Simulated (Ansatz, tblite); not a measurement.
Removing an electron: Rb3⁻ (the lowest singlet isomer of a short search). The state is a singlet with charge -1. Geometry: PBE0/def2-TZVPD. Ansatz, gas phase; energy differences of separate SCF runs; the oxidised species was run as a doublet alone.

```csv
atom,x (Å),y (Å),z (Å)
Rb1,4.454,-0.054,-1.465
Rb2,0.001,0.013,0.002
Rb3,-4.455,0.040,1.463
```

In the def2 sets Rb takes a core potential; there is no spin–orbit coupling. The xTB rows come from tblite. The structure comes from a short search, and lower isomers may exist.

```
          level  −HOMO (eV)  vertical IE (eV)  −LUMO (eV)  HOMO–LUMO gap (eV)                                  remarks
       GFN2-xTB        3.22              2.84        0.41                2.81                                        –
PBE0/def2-TZVPD        0.19              0.92       -0.96                1.14  spin-contaminated (⟨S²⟩ 0.83) (doublet)
```

**Question.** Estimate the rows for PBE/def2-TZVPD.

**Answer.** 
```json
{"level": "PBE/def2-TZVPD", "−HOMO (eV)": "-0.13", "vertical IE (eV)": "0.95", "−LUMO (eV)": "-0.69", "HOMO–LUMO gap (eV)": "0.56", "remarks": "HOMO above zero (-1 singlet)"}
```

Run but left out: HF/def2-TZVPPD, r2SCAN/def2-TZVPD, MP2/def2-TZVPPD, CCSD/def2-TZVPPD, CCSD(T)/def2-TZVPPD (singlet: restricted singlet, unstable towards broken spin symmetry).  A HOMO above zero means that the electron is unbound at that level or that self-interaction error raises the level; the energy of removing that electron tells which. Raw xTB energy differences between charge states are shifted by several eV; the methods need an empirical correction for them.
